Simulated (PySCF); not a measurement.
Cartesian coordinates in Å; atom numbers follow the order of the lines, from 1:
```xyz
29

Si   -0.003   -0.019   -0.027
O    -0.151    0.147    1.620
C    -1.182   -0.356    2.339
C    -0.959   -0.203    3.808
O    -2.134   -0.867    1.817
H    -1.847   -0.530    4.357
H    -0.714    0.842    4.045
H    -0.090   -0.815    4.094
O     1.610    0.151   -0.387
C     2.238    1.349   -0.451
C     3.639    1.211   -0.947
O     1.689    2.372   -0.148
H     4.150    2.179   -0.900
H     3.608    0.850   -1.986
H     4.175    0.456   -0.355
O    -0.990    1.125   -0.717
C    -0.806    1.639   -1.957
C    -1.700    2.808   -2.207
O     0.001    1.187   -2.721
H    -1.615    3.129   -3.251
H    -1.394    3.625   -1.536
H    -2.739    2.551   -1.958
O    -0.485   -1.497   -0.616
C    -0.254   -2.668    0.023
C    -1.007   -3.795   -0.603
O     0.465   -2.740    0.981
H    -0.730   -4.742   -0.128
H    -0.810   -3.826   -1.684
H    -2.084   -3.607   -0.472
```

Geometry: PBE0-D3(BJ)/def2-SVP; GIAO absolute shieldings from PySCF 2.14, gas phase, non-relativistic, averaged over equivalent atoms.

At PBE0/pcSseg-1 (356 basis functions):
```json
{"atoms": "Si1", "σ (ppm)": "438.5"}
{"atoms": "O5/O12/O19/O26", "σ (ppm)": "-138.3"}
{"atoms": "O2/O9/O16/O23", "σ (ppm)": "108.9"}
{"atoms": "C3/C10/C17/C24", "σ (ppm)": "10.0"}
{"atoms": "C4/C11/C18/C25", "σ (ppm)": "161.6"}
{"atoms": "H6/H7/H8/H13/H14/H15/H20/H21/H22/H27/H28/H29", "σ (ppm)": "29.20"}
```

Q: What do these become at KT2/pcSseg-1?

A: 
```
                                       atoms  σ at KT2/pcSseg-1  change
                                         Si1              444.5    +6.0
                              O5/O12/O19/O26             -114.0   +24.3
                               O2/O9/O16/O23               98.7   -10.2
                              C3/C10/C17/C24               20.2   +10.2
                              C4/C11/C18/C25              161.9    +0.3
H6/H7/H8/H13/H14/H15/H20/H21/H22/H27/H28/H29              29.16   -0.04
```

The largest change is at O5/O12/O19/O26 (oxygen bonded to C). Cost: 356 basis functions.
